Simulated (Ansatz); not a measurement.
Species: GaOBrH2, charge 0, singlet. GaOBrH2 (SMILES [Br][GaH][OH]).
B3LYP-D3(BJ)/def2-TZVP minimum from Ansatz (a quantum-chemistry and plane-wave program):
```
Ga
O 1 1.7869
H 2 0.9630 1 114.06
H 1 1.5520 2 124.95 3 0.00
Br 1 2.2904 4 122.52 2 180.00
```

Hartree-Fock and CCSD correlation energies in hartree (Ansatz). UHF or UKS for unpaired electrons; spin-orbit terms are left out. Cores are frozen in correlated methods (noble-gas shells, and filled d and f shells in the p block). No relativity. Spin-orbit terms, left out, reach several kcal/mol for Br and I, and more for heavier atoms.

```tsv
basis	X	E(HF)	E(corr, CCSD)
cc-pVTZ	3	-4571.89746	-0.50379
cc-pVQZ	4	-4571.91097	-0.54315
cc-pV5Z	5	-4571.91318	withheld
```

Fit E(corr) = E∞ + A/X³ to X = 3 and 4, predict X = 5, and compare with the run.

A = (-0.50379 - (-0.54315))/(1/27 - 1/64) = 1.8382; E∞ = -0.54315 - A/64 = -0.57187; at X = 5, E∞ + A/125 = -0.55717. The run gave -0.55678, 0.39 mEh above the prediction. The same form on X = 4 and 5 gives E∞ = -0.57108, 0.79 mEh above the first estimate.
